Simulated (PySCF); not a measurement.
## Electron correlation in O²⁺ (oxygen, charge +2)

[He] 2s2 2p2, high-spin 3P determinant. Calculation: PySCF 2.14, in cc-pVDZ; the non-relativistic Hamiltonian (point nucleus). Frozen: 1s2; 4 electrons correlated.

MP2 pair energies summed by pair of shells (mhartree):

```json
{"pair": "2s-2p", "energy": "-32.12", "share (%)": "57.8"}
{"pair": "2s-2s", "energy": "-18.77", "share (%)": "33.8"}
{"pair": "2p-2p", "energy": "-4.66", "share (%)": "8.4"}
```

Total MP2 correlation energy: -55.55 mhartree.

Same-spin part -7.79 and opposite-spin part -47.76 mhartree; SCS-MP2 scales them by 1/3 and 6/5 to -59.91 mhartree.

| level | correlation energy (mhartree) |
| --- | --- |
| CCSD | -77.83 |
| (T) | -0.60 |
| CCSD(T) | -78.43 |

Diagnostics: T1 = 0.0044, D1 = 0.0083, largest double amplitude 0.124.

Cost of the coupled-cluster step: 0.13 s of wall time on 1 thread of Neoverse-N1 (shared host), for 4 correlated electrons.

Iterations:

```
CC2 = 0
CCSD nocc = (np.int64(3), np.int64(1)), nmo = (13, 13)
frozen orbitals [[0], [0]]
max_cycle = 100
direct = 0
conv_tol = 1e-08
conv_tol_normt = 1e-06
diis_space = 8
diis_start_cycle = 0
Init t2, MP2 energy = -0.0555477324736346
Init E_corr(UCCSD) = -0.0555477325007235
cycle = 1  E_corr(UCCSD) = -0.06994068743403  dE = -0.0143929549  norm(t1,t2) = 0.0376878
cycle = 2  E_corr(UCCSD) = -0.0745408689717172  dE = -0.00460018154  norm(t1,t2) = 0.0166083
cycle = 3  E_corr(UCCSD) = -0.0779152366683166  dE = -0.0033743677  norm(t1,t2) = 0.00809519
cycle = 4  E_corr(UCCSD) = -0.0778242576156026  dE = 9.09790527e-05  norm(t1,t2) = 0.000786466
cycle = 5  E_corr(UCCSD) = -0.0778346039194459  dE = -1.03463038e-05  norm(t1,t2) = 8.76421e-05
cycle = 6  E_corr(UCCSD) = -0.0778312010536126  dE = 3.40286583e-06  norm(t1,t2) = 1.25263e-05
cycle = 7  E_corr(UCCSD) = -0.0778325418498021  dE = -1.34079619e-06  norm(t1,t2) = 2.68465e-06
cycle = 8  E_corr(UCCSD) = -0.0778322105874463  dE = 3.31262356e-07  norm(t1,t2) = 7.85216e-07
cycle = 9  E_corr(UCCSD) = -0.0778322063837713  dE = 4.20367499e-09  norm(t1,t2) = 4.07604e-08
UCCSD converged
E(UCCSD) = -73.15885794094633  E_corr = -0.07783220638377129
UCCSD(T) correction = -0.00060107598809789
```
